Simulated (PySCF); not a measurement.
# Electron correlation in P (phosphorus, neutral)

[Ne] 3s1 3p4, high-spin 4P determinant (an excited configuration). Calculation: PySCF 2.14, in x2c-QZVPPall with one added diffuse shell each of s, p, d, f type (10s7p5d3f1g, 86 functions); the spin-free X2C one-electron Hamiltonian (Gaussian nucleus). Frozen: [Ne]; 5 electrons correlated.

```json
{"level": "CCSD", "correlation energy (mhartree)": "-117.62"}
{"level": "(T)", "correlation energy (mhartree)": "-11.40"}
{"level": "CCSD(T)", "correlation energy (mhartree)": "-129.02"}
```

Diagnostics: T1 = 0.040, D1 = 0.1183, largest double amplitude 0.206.

Is a single reference adequate?

Not fully. T1 exceeds 0.03, a sign that the reference determinant is poor. A double-excitation amplitude exceeds 0.15, a sign of near-degeneracy.
